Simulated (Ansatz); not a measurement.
Isolated molecules relaxed with PBE0-D4/def2-TZVP in Ansatz; ΔE leaves out vibrations. CBS: MP2 limit from def2 TZ/QZ plus the TZ coupled-cluster correction, frozen cores. This one scheme is used for every species. Functionals use def2-TZVPP. B3LYP here is the variant with VWN-RPA as its local correlation; programs differ in this. For Ge outer-core shells are correlated without core-valence functions, which leaves a few kJ/mol of doubt a bond. Scalar relativity is left out up to krypton. Each species was taken in one conformer, which may not be the lowest.

Reaction (cleavage of the Ge–Si bond): `[OH][GeH2][SiH2]S` + `N[SiH3]` → `[OH][GeH2][NH][SiH3]` + `[SiH3]S`

`[OH][GeH2][SiH2]S`:

```xyz
10

O     0.157    1.799    0.197
Ge   -0.169    0.287    1.113
Si    0.277   -1.328   -0.579
S    -0.426   -0.451   -2.395
H    -0.089    2.594    0.674
H     0.760    0.241    2.347
H    -1.635    0.304    1.596
H     1.728   -1.653   -0.615
H    -0.477   -2.588   -0.358
H    -0.126    0.796   -1.980
```

`N[SiH3]`:

```xyz
7

N    -0.042    1.034   -0.259
Si   -0.075   -0.622    0.205
H    -0.133    1.280   -1.231
H     0.580    1.671    0.212
H    -1.253   -1.254   -0.443
H     1.125   -1.430   -0.169
H    -0.202   -0.679    1.685
```

`[OH][GeH2][NH][SiH3]`:

```xyz
11

O     1.234    1.454   -1.754
Ge    0.775    1.221   -0.050
N    -0.727    0.185    0.085
Si   -0.859   -1.441    0.633
H     1.405    0.625   -2.207
H     0.499    2.651    0.425
H     1.879    0.481    0.721
H    -1.567    0.627   -0.260
H    -1.798   -1.575    1.781
H    -1.340   -2.364   -0.434
H     0.499   -1.864    1.060
```

`[SiH3]S`:

```xyz
6

Si   -0.132   -0.184   -0.477
S     0.495    1.260    0.969
H     0.827   -1.313   -0.574
H    -0.172    0.557   -1.760
H    -1.478   -0.725   -0.161
H     0.459    0.404    2.004
```

Problem. Is it downhill or uphill in electronic energy at CCSD(T)/CBS, and by how much? (Best estimate.)

Solution. The calculation gave: Downhill: ΔE = -16.0 kJ/mol.

Problem. What do these levels give: r2SCAN-D4, ωB97X-V, B3LYP, MP2/def2-TZVPP, MP2/def2-QZVPP, CCSD/CBS(def2)? (An estimate is asked.)

Solution. Computed: r2SCAN-D4 -8.1, ωB97X-V -14.9, B3LYP -11.6, MP2/def2-TZVPP -23.5, MP2/def2-QZVPP -21.1, CCSD/CBS(def2) -17.3 kJ/mol.

Largest T1 diagnostic among the species: 0.012.

In def2-TZVPP, CCSD(T) changes the Hartree–Fock value by +12.9 kJ/mol (the triples alone add +1.3 kJ/mol) and MP2 by +10.3 kJ/mol. From PBE to PBE0 (25 % exact exchange), in def2-TZVPP and without D4, ΔE moves by −5.0 kJ/mol.
